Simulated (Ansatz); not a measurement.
`C[O][GeH]([F])[Cl]` → `C[O][Ge][F]` + HCl at 500 K and 1 bar (germylene formation by 1,1-elimination).

Program: Ansatz. Geometries: PBE0-D4/def2-TZVP. ΔE: electronic, gas phase. CCSD(T)/CBS adds triple-zeta CCSD(T) − MP2 to the extrapolated MP2 energy (def2 sets, frozen cores). This one scheme is used for every species. For Ge outer-core shells are correlated without core-valence functions, which leaves a few kJ/mol of doubt a bond. Scalar relativity is left out up to krypton. Each species was taken in one conformer, which may not be the lowest.

```csv
species,CCSD(T)/CBS energy (Eh),H − E (kJ/mol),S (J/(mol·K))
`C[O][GeH]([F])[Cl]`,-2751.40462,187.3,428.0
`C[O][Ge][F]`,-2290.98541,149.4,365.0
HCl,-460.38127,32.5,201.9
```

H − E and S are ideal-gas, rigid-rotor, harmonic terms from PBE0-D4/def2-TZVP, for one conformer and one mirror image of each species. 1 Eh = 2625.50 kJ/mol, R = 8.31446 J/(mol·K).

**Question.** By hand: ΔE, ΔH, ΔS and ΔG.

**Answer.** ΔE = (-2290.98541) + (-460.38127) − (-2751.40462) = 0.03794 Eh = 99.6 kJ/mol. Δ(H − E) = 149.4 + 32.5 − 187.3 = -5.4, so ΔH = 94.2 kJ/mol. ΔS = 365.0 + 201.9 − 428.0 = 138.9 J/(mol·K). ΔG = 94.2 − 500 × (138.9)/1000 = 24.8 kJ/mol.

**Question.** By hand: the equilibrium constant, and the temperature at which ΔG would vanish if ΔH and ΔS stayed fixed.

**Answer.** log₁₀ K = −ΔG/(RT ln 10) = -2.6. ΔG = 0 at ΔH/ΔS = 678 K.

The number of gas molecules changes by +1, which sets the sign of ΔS. A doubt of 5 kJ/mol in ΔE shifts log₁₀ K by 0.5 here. Other conformers and mirror images would add mixing entropy, several J/(mol·K) or more a flexible species. Modes under 60 cm⁻¹, often nearly free rotors, make the harmonic entropy too high. These are equilibria of isolated gas molecules and say nothing of rates. Largest T1 diagnostic: 0.015 (customary marks: 0.02 for closed shells, 0.045 for open ones).
